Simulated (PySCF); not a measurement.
Which element holds Br most strongly?

PBE0 in PySCF with def2-TZVPP on every atom (core potentials on Mo, Sn), for the lowest determinant that a PBE0 search found; no spin–orbit coupling. D0 is De less the harmonic zero-point energy.

```
 M  state (unpaired electrons)  Re (Å)  ωe (cm⁻¹)  D0(MBr) (eV)
 C               doublet (π ↑)   1.815        745          3.69
Mo    sextet (σ ↑, π ↑↑, δ ↑↑)   2.433        268          3.34
Sn               doublet (π ↑)   2.518        244          3.55
 B      singlet (closed shell)   1.894        685          4.54
Si               doublet (π ↑)   2.231        423          3.90
Ga      singlet (closed shell)   2.374        265          4.37
Al      singlet (closed shell)   2.318        371          4.59
```

Question: Order the elements by D0 and give the energy of AlBr + Mo → MoBr + Al.

Answer: Al > B > Ga > Si > C > Sn > Mo; ΔE = 4.59 − 3.34 = +1.25 eV at PBE0/def2-TZVPP. Close neighbours can swap at other levels.

The metal atom is held in its measured ground configuration; semilocal functionals can put another filling of s and d lower by some tenths of an eV, and De to that atom would be smaller. Spin–orbit coupling is left out, which matters for elements this heavy, above all for dissociation energies. States were picked by a PBE0 search and need not be the measured ground states.
